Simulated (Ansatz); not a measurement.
Input file for Ansatz (a program for electronic structure): R-wB97M-V/def2-TZVPPD on AlBClH5O (SMILES B[O][AlH2-][ClH+]). The basis file is the Basis Set Exchange's JSON of that set.

Ansatz 0.2 input:
```yaml
crystal:
  periodic: [false, false, false]
  atoms:
    - {symbol: Al, position_ang: [0.95510343, 0.55002293, -1.01985795]}
    - {symbol: O, position_ang: [-0.71434068, 0.28575170, -0.59438316]}
    - {symbol: B, position_ang: [-1.54481014, -0.19834138, 0.30465063]}
    - {symbol: H, position_ang: [1.47953798, 2.01248063, -0.78661742]}
    - {symbol: H, position_ang: [1.54707172, -0.46613619, -2.06158006]}
    - {symbol: H, position_ang: [-1.10315085, -0.71537615, 1.33532695]}
    - {symbol: H, position_ang: [-2.73425746, -0.16963344, 0.18562696]}
    - {symbol: Cl, position_ang: [1.70395623, -0.57079484, 1.19886698]}
    - {symbol: H, position_ang: [0.41078976, -0.72797326, 1.43796707]}
basis:
  gaussian:
    orbitals: def2-TZVPPD.json
hamiltonian:
  xc: {name: wB97M-V}
scf: {lower_state_search: off}
```

Q: Predict the final total energy.

A: -805.7684 hartree.

Q: How many basis functions does it have, and what does it roughly cost on one machine?

A: 261 functions; about 15 core-seconds (a rough figure).
